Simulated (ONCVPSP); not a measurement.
# Cu (Z = 29): one change to an ONCV potential, before and after

* Element: copper (Cu)
* Generator: ONCVPSP 4.0.1
* Type: optimised norm-conserving Vanderbilt (ONCV)
* Functional: BLYP
* Relativity: scalar-relativistic
* Frozen core: [Ne]
* Valence charge: 19
* Reference configuration: 3s2 3p6 3d10 (charge +1)
* Partial waves: 3s: rc 1.15 bohr, ncon 4, nbas 7, qcut 13.8 1/bohr, 2 projectors, debl 2.6 Ha; 3p: rc 1.10 bohr, ncon 5, nbas 8, qcut 12.4 1/bohr, 1 projector; 3d: rc 1.40 bohr, ncon 5, nbas 10, qcut 13 1/bohr, 2 projectors, debl 2.3 Ha
* Local potential: polynomial inside 1.00 bohr (lpopt 4, dvloc0 0 Ha)
* Core correction: Teter function, parameters optimised by the program

In the s channel the program set the typed energies aside and used -4.528, 0.250 Ha.

All-electron outer shells of the reference configuration (BLYP, scalar-relativistic, ld1.x):

```json
{"shell": "3s", "level (eV)": "-123.21", "outermost node (bohr)": "0.29", "outermost maximum (bohr)": "0.61"}
{"shell": "3p", "level (eV)": "-80.77", "outermost node (bohr)": "0.26", "outermost maximum (bohr)": "0.62"}
{"shell": "3d", "level (eV)": "-13.72", "outermost node (bohr)": "–", "outermost maximum (bohr)": "0.60"}
```

Change: functional PBEsol. In the s channel the program set the typed energies aside and used -4.520, 0.250 Ha.

Cutoffs: the cutoffs (Ha) at which the residual kinetic energy of the hardest occupied pseudo-wave falls to 1 and 0.1 mHa per electron; they do not see the model core or the augmentation charge, which bear on the density cutoff. Errors are all-electron minus pseudo energies relative to the spin-unpolarised reference configuration.

Question: How do hardness, ghosts and transferability respond?

Answer: The potential gets neither clearly harder nor softer (63 Ha and 71 Ha → 63 Ha and 71 Ha); the number of tests with a reliable result goes from 3 to 4; of the 3 tests that both files solve, the error grows in 0 and shrinks in 3 by more than 15 % and 0.3 meV (median size 32.7 → 13.7 meV); neither file shows a bound ghost.

```csv
quantity,base,changed
"cutoff, loose",63 Ha,63 Ha
"cutoff, tight",71 Ha,71 Ha
loose cutoff by channel,"s 57 Ha, p 45 Ha, d 63 Ha","s 57 Ha, p 45 Ha, d 63 Ha"
bound ghosts,none,none
GHOST(+) flags under 300 eV,none,none
tests with a reliable result,3 of 4,4 of 4
"error for 3s2 3p6 3d10 4s1, meV [ΔE -8.28 → -8.11 eV]",-23,-2.9
"error for 3s2 3p6 3d9, meV [ΔE 21.38 → 21.31 eV]",-33,-14
"error for 3s2 3p6 3d8, meV [ΔE 60.41 → 60.31 eV]",-93,-31
s: phases at 1.16 bohr within 0.05 rad from the reference energy up to (Ha; the scan ends near 5),to the end of the scan,to the end of the scan
p: phases at 1.12 bohr within 0.05 rad from the reference energy up to (Ha; the scan ends near 5),to the end of the scan,to the end of the scan
d: phases at 1.42 bohr within 0.05 rad from the reference energy up to (Ha; the scan ends near 5),to the end of the scan,to the end of the scan
"rms error of d²Exc/dni dnj with the model core, mHa",0.28,0.34
```
